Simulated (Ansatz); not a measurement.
The cluster Be₂Se₂, relaxed as a singlet with RKS r2SCAN-D4/def2-TZVP in Ansatz, starting from the GFN1-xTB geometry. Force threshold 0.02 eV/Å.

The structure comes from a short search, and lower isomers may exist.

Start:

Cartesian coordinates in Å:
```
Be 0.3056 0.6766 -0.7174
Be -0.3084 -0.6727 0.7191
Se -1.3815 -0.5343 -1.0919
Se 1.3843 0.5304 1.0902
```

```json
{"step": "1", "energy (eV)": "-131504.1171", "largest force component (eV/Å)": "0.843", "SCF passes": "17"}
{"step": "2", "energy (eV)": "-131504.1720", "largest force component (eV/Å)": "0.193", "SCF passes": "21"}
{"step": "3", "energy (eV)": "-131504.1753", "largest force component (eV/Å)": "0.076", "SCF passes": "21"}
{"step": "4", "energy (eV)": "-131504.1761", "largest force component (eV/Å)": "0.005", "SCF passes": "21"}
```

Force components are those of the run's own axes.

End:

Cartesian coordinates in Å:
```
Be 0.2980 0.6549 -0.6972
Be -0.2980 -0.6549 0.6972
Se -1.3533 -0.5210 -1.0677
Se 1.3533 0.5210 1.0677
```

By distances, no bond broke or formed. The bond that changes most is Be1–Se3, from 2.11 to 2.06 Å (atoms count from 1).

No frequencies were taken in this run, so the end may be a saddle point.

Run time 6 s (4 threads of Arm Neoverse V2 on a shared host).
